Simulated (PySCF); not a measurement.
Species: C$_{4}$H$_{3}$O$_{2}$, charge -1, multiplicity 1. It need not be the lowest isomer of its formula. Whether it binds its extra electron was not tested at this geometry. SMILES: Oc1c[c-]co1
Geometry from a B3LYP-D3(BJ)/def2-TZVP (Ansatz) optimisation:
```
C
O 1 1.3403
C 1 1.3542 2 112.97
O 1 1.3802 2 114.99 3 -180.00
H 4 0.9638 1 105.45 2 0.00
H 3 1.0832 1 123.75 2 180.00
C 3 1.4725 6 127.08 1 180.00
C 7 1.3494 3 101.79 6 -180.00
H 8 1.0800 7 136.42 3 180.00
```
Charge -1, spin multiplicity 1.

Dispersion corrections to the total energy (kcal/mol) from the dftd3 and dftd4 libraries through PySCF: D3(BJ) without and D4 with the three-body term, each with the damping fitted for the functional named.

| functional | D3(BJ) | D4 |
|---|---|---|
| PBE0 | ? | -4.25 |
| PBE | -4.22 | -5.11 |
| revPBE | ? | -18.06 |
| BLYP | -8.99 | -11.64 |
| HF | -37.83 | -20.23 |
| r2SCAN | -1.13 | -1.25 |
| BP86 | -6.50 | ? |

Q: Some entries are withheld; supply them.

A: 
- PBE0, D3(BJ): -3.58
- revPBE, D3(BJ): -11.03
- BP86, D4: -6.63
